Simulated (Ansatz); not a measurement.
This geometry of CH6AlFGeOS (12 atoms, charge 0, multiplicity 1) is a first-order saddle point.

The calculation used RKS PBE/def2-SVP in Ansatz.

```xyz
12
Properties=species:S:1:pos:R:3
O 1.520 1.981 0.515
Al 0.028 1.172 0.766
S -1.213 1.343 2.569
C -0.625 -0.019 -0.677
F -1.920 -0.484 -0.326
Ge 0.559 -1.601 -1.011
H 1.942 2.581 1.149
H -2.115 0.513 1.961
H -0.709 0.528 -1.645
H 0.987 -1.675 -2.503
H 1.847 -1.516 -0.143
H -0.223 -2.879 -0.620
```

Question: Which two structures does it join? (They come from a converged band through this point; their orientation in space is the band's.)

Answer: No bond is made or broken. The dihedral Al2–C4–Ge6–H10 goes from 173 to -66°. The two ends are copies of one structure, up to a mirror image or an exchange of like atoms.

First end point:

```xyz
12
Properties=species:S:1:pos:R:3
O 1.376 1.408 1.624
Al -0.162 0.925 1.039
S -2.010 0.930 2.224
C -0.281 0.278 -0.832
F -1.646 0.001 -1.119
Ge 0.759 -1.384 -1.182
H 1.558 1.729 2.521
H -2.664 0.473 1.113
H 0.077 1.045 -1.559
H 0.462 -1.899 -2.615
H 2.273 -1.086 -1.019
H 0.335 -2.473 -0.160
```

Last end point:

```xyz
12
Properties=species:S:1:pos:R:3
O 1.474 2.079 0.107
Al 0.075 1.242 0.641
S -0.890 1.535 2.591
C -0.711 -0.116 -0.572
F -1.892 -0.623 0.039
Ge 0.486 -1.661 -0.947
H 1.952 2.753 0.614
H -1.816 0.601 2.218
H -0.993 0.325 -1.556
H 1.725 -1.170 -1.742
H 0.949 -2.284 0.398
H -0.283 -2.737 -1.758
```

Question: How far does it lie above each of them?

Answer: 0.069 eV above the first and 0.069 eV above the second. This is the barrier of this one path; another mechanism may lie lower.

Time of the run: 40 s on 2 threads of AMD EPYC 9R45 96-Core Processor (Zen 5) (shared host), peak memory 0.24 GiB.
